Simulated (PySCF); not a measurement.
C3H5, SMILES [CH]=CC, multiplicity 2. Atoms are numbered in the order given.

```xyz
8

C     -0.3162    -1.3099     0.0000
C      0.3882    -0.2121     0.0000
C     -0.1533     1.1900     0.0000
H     -0.1445    -2.3742     0.0000
H      1.4805    -0.2988     0.0000
H      0.1969     1.7368     0.8793
H     -1.2423     1.1919     0.0000
H      0.1969     1.7368    -0.8793
```
Charge 0, spin multiplicity 2.

The structure is a stationary point at B3LYP-D3(BJ)/def2-TZVP. The isomer is the one that the SMILES or the coordinates give; other isomers of the formula were not compared.

All values below come from PySCF with PBE0/pcH-1.

Unrestricted Kohn–Sham, ⟨S²⟩ = 0.764. Hyperfine tensors hold the contact and dipolar terms, without spin-orbit corrections.

Computed hyperfine couplings:
| nucleus | A(iso) (MHz) | A(iso) (G) | dipolar principal values (MHz) |
|---|---|---|---|
| 13C no. 1 | 305.7 | 109.1 | -83.4, -54.8, 138.2 |
| 13C no. 2 | -19.7 | -7.0 | -23.7, 4.3, 19.5 |
| 13C no. 3 | 57.3 | 20.4 | -4.3, -3.8, 8.1 |
| 1H no. 4 | 31.7 | 11.3 | -31.5, -8.1, 39.6 |
| 1H no. 5 | 162.3 | 57.9 | -5.6, -2.1, 7.7 |
| 1H no. 6 | -12.5 | -4.5 | -2.6, -2.3, 4.8 |
| 1H no. 7 | -4.2 | -1.5 | -5.7, -2.7, 8.4 |
| 1H no. 8 | -12.5 | -4.5 | -2.6, -2.3, 4.8 |

Q: And the g tensor (effective nuclear charges for spin-orbit coupling, GIAO)? (An estimate is asked for; the answer gives what the named calculation found.)

A: principal values 2.0017, 2.0022, 2.0027; isotropic 2.0022.
